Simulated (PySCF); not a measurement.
The isolated species GaCl2(NCO), `O=C=[N][Ga]([Cl])[Cl]` is ionised with Mg Kα (hν = 1253.6 eV). Calculated photoelectron kinetic energies of its computed core levels, recoil neglected:

| line | kinetic energy (eV) |
| --- | --- |
| 1 | 1047.17 |
| 2 | 1045.51 |
| 3 | 958.30 |
| 4 | 847.85 |
| 5 | 713.96 |

Computed, not measured: PySCF 2.14.0, delta-SCF UKS SCAN, pcX-2 on the ionised atom, pcseg-1 elsewhere, spin-free X2C.

Problem. Which element, shell and site does each line come from? Bonds: Ga1–Cl2, Ga1–Cl3, Ga1–N4, N4–C5, C5–O6.

Solution. Against the vacuum level, binding energy = hν − kinetic energy.

```json
{"line": "1", "binding energy (eV)": "206.43", "level": "Cl 2p3/2", "atoms": "Cl2/Cl3", "environment": "chlorine bonded to Ga"}
{"line": "2", "binding energy (eV)": "208.09", "level": "Cl 2p1/2", "atoms": "Cl2/Cl3", "environment": "chlorine bonded to Ga"}
{"line": "3", "binding energy (eV)": "295.30", "level": "C 1s", "atoms": "C5", "environment": "carbon bonded to N and O"}
{"line": "4", "binding energy (eV)": "405.75", "level": "N 1s", "atoms": "N4", "environment": "nitrogen bonded to C and Ga"}
{"line": "5", "binding energy (eV)": "539.64", "level": "O 1s", "atoms": "O6", "environment": "oxygen bonded to C"}
```

Out of reach at this photon energy: Cl 1s (2829.0 eV).

Problem. Where does line 5 move with hν = 800.0 eV?

Solution. To 800.0 − 539.64 = 260.36 eV; every photoline shifts by the change in photon energy, -453.6 eV.

Problem. Which effective nuclear charge Zeff reproduces each element's mean 1s value in the hydrogen-like formula E = 13.606 eV × Zeff²?

Solution. C (Z = 6): mean 295.3 eV, Zeff = 4.66, Z − Zeff = 1.34; N (Z = 7): mean 405.7 eV, Zeff = 5.46, Z − Zeff = 1.54; O (Z = 8): mean 539.6 eV, Zeff = 6.30, Z − Zeff = 1.70. Means run over the listed sites, weighted by atom count.

Other core shells, valence and Auger electrons aren't listed. The first atom of each set that the bonding makes equivalent was ionised and stands for the set. 2p3/2 and 2p1/2 are the ΔSCF energy of one spin-free 2p hole plus the eigenvalues of a spin–orbit and ligand-field matrix of the shell. 2p1/2 minus 2p3/2 (ligand field included): Cl 1.65 eV. No level of gallium is listed. Isolated species at its PBE0-D3(BJ)/def2-SVP geometry, gas phase.
